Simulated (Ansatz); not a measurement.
Consider the homolysis of the Al–F bond: `[F][Al]([SH])[SH]` → `[SH][Al][SH]`• + F•.

Program: Ansatz. Geometries: PBE0-D4/def2-TZVP. ΔE: electronic, gas phase. CCSD(T)/CBS adds triple-zeta CCSD(T) − MP2 to the extrapolated MP2 energy (def2 sets, frozen cores). This one scheme is used for every species, atoms too. Functionals use def2-TZVPP. Open shells (•) are unrestricted, without spin–orbit coupling. Spin–orbit coupling would lower the free atoms: a little for F. Each species was taken in one conformer, which may not be the lowest.

```csv
level,ΔE (kJ/mol)
PBE-D4,644.5
BLYP,640.2
PBE0,626.6
SCS-MP2/def2-QZVPP,674.7
```

(1) What does CCSD(T)/CBS give? (An estimate is asked.)

Largest T1 diagnostic among the species: 0.015.

## Answers

(1) Ansatz gave: +663.9 kJ/mol. The listed levels differ from it by -19.4, -23.7, -37.3, 10.8 kJ/mol.

At CCSD(T), def2-SVP lies −46.1 kJ/mol from the extrapolated value and def2-TZVPP −20.6 kJ/mol: correlation converges slowly with the basis, and small sets miss more of it in the bonded molecule than in its fragments. Leaving LDA and LC-ωPBE aside and taking each functional with its dispersion term where it has one, the values, not all of them listed here, spread over 41.2 kJ/mol, from BHLYP-D4 to ωB97M-V. LDA lies +82.0 kJ/mol from PBE without D4, its usual overbinding. From BLYP to BHLYP (50 % exact exchange), in def2-TZVPP and without D4, ΔE moves by −24.1 kJ/mol: exact exchange takes away binding that semilocal exchange gives to molecules.

CCSD(T)/CBS has its own doubt, a few kJ/mol and more with outer-core shells, so smaller differences from it don't rank the levels.
